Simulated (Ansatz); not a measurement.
`BC[SiH]1CC1` + CH₃SH → `CS[SiH]1CC1` + `BC` at 500 K and 1 bar (ligand exchange at the Si–C bond).

Calculated with Ansatz (gas phase, PBE0-D4/def2-TZVP geometries, no zero-point term in ΔE). CCSD(T)/CBS adds triple-zeta CCSD(T) − MP2 to the extrapolated MP2 energy (def2 sets, frozen cores). This one scheme is used for every species. Each species was taken in one conformer, which may not be the lowest.

```
      species  CCSD(T)/CBS energy (Eh)  H − E (kJ/mol)  S (J/(mol·K))
`BC[SiH]1CC1`               -433.40462           341.2          415.0
        CH₃SH               -438.22835           145.1          283.7
`CS[SiH]1CC1`               -805.81573           317.4          431.9
         `BC`                -65.83255           172.2          281.8
```

H − E and S are ideal-gas, rigid-rotor, harmonic terms from PBE0-D4/def2-TZVP, for one conformer and one mirror image of each species. 1 Eh = 2625.50 kJ/mol, R = 8.31446 J/(mol·K).

Q: By hand: ΔE, ΔH, ΔS and ΔG.

A: ΔE = (-805.81573) + (-65.83255) − (-433.40462) − (-438.22835) = -0.01531 Eh = -40.2 kJ/mol. Δ(H − E) = 317.4 + 172.2 − 341.2 − 145.1 = 3.3, so ΔH = -36.9 kJ/mol. ΔS = 431.9 + 281.8 − 415.0 − 283.7 = 15.0 J/(mol·K). ΔG = -36.9 − 500 × (15.0)/1000 = -44.4 kJ/mol.

Q: By hand: the equilibrium constant, and the temperature at which ΔG would vanish if ΔH and ΔS stayed fixed.

A: log₁₀ K = −ΔG/(RT ln 10) = 4.6. ΔH and −TΔS have one sign here, so there is no such temperature.

ΔH outweighs TΔS. A doubt of 5 kJ/mol in ΔE shifts log₁₀ K by 0.5 here. Other conformers and mirror images would add mixing entropy, several J/(mol·K) or more a flexible species. Modes under 60 cm⁻¹, often nearly free rotors, make the harmonic entropy too high. These are equilibria of isolated gas molecules and say nothing of rates. Largest T1 diagnostic: 0.012 (customary marks: 0.02 for closed shells, 0.045 for open ones).
